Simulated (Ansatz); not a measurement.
Species: C2H8ClSi2, net charge 0, doublet state. It need not be the lowest isomer of its formula. 
Structure (B3LYP-D3(BJ)/def2-TZVP (Ansatz, an electronic-structure program) minimum search):
```
Si
C 1 1.8846
H 2 1.0904 1 110.85
H 2 1.0917 3 108.35 1 -121.95
H 2 1.0943 3 108.16 4 -116.72
C 1 1.8883 2 111.45 3 177.00
H 6 1.0908 1 111.52 2 -179.19
H 6 1.0919 7 108.02 1 121.76
H 6 1.0943 7 108.13 8 116.39
Si 1 2.3359 2 111.30 3 50.68
H 10 1.4811 1 112.07 2 -169.21
H 10 1.4861 11 107.75 1 127.63
Cl 10 2.0845 11 107.75 12 114.28
```
Charge 0, spin multiplicity 2.

Total electronic energies in hartree. Valence correlation only, unless marked. UHF or UKS for open shells. No spin-orbit coupling. No relativistic terms. CBS marks a two-point X^-3 extrapolation of the correlation energy; Hartree-Fock from the larger set.

```json
[
 {"level": "HF/cc-pwCVTZ", "program": "Ansatz", "energy (Eh)": "-1117.87796"},
 {"level": "PBE0-D4/def2-TZVP", "program": "Ansatz + dftd4", "energy (Eh)": "___"},
 {"level": "BHLYP-D3(BJ)/def2-TZVPD", "program": "Ansatz + dftd3", "energy (Eh)": "___"},
 {"level": "LC-wPBE-D4/def2-TZVPD", "program": "Ansatz + dftd4", "energy (Eh)": "-1119.95806"},
 {"level": "MP2/cc-pVTZ", "program": "Ansatz", "energy (Eh)": "-1118.63858"},
 {"level": "CCSD/6-31G", "program": "Ansatz", "energy (Eh)": "-1117.97783"},
 {"level": "CCSD/CBS(cc-pV(T+d)Z,cc-pV(Q+d)Z)", "program": "Ansatz", "energy (Eh)": "-1118.8200"},
 {"level": "CCSD(T)/6-31G", "program": "Ansatz", "energy (Eh)": "-1117.98577"},
 {"level": "CCSD(T)/CBS(cc-pV(T+d)Z,cc-pV(Q+d)Z)", "program": "Ansatz", "energy (Eh)": "-1118.8617"}
]
```

Some entries are withheld; supply them.


- PBE0-D4/def2-TZVP, energy (Eh): -1119.81384
- BHLYP-D3(BJ)/def2-TZVPD, energy (Eh): -1120.26451
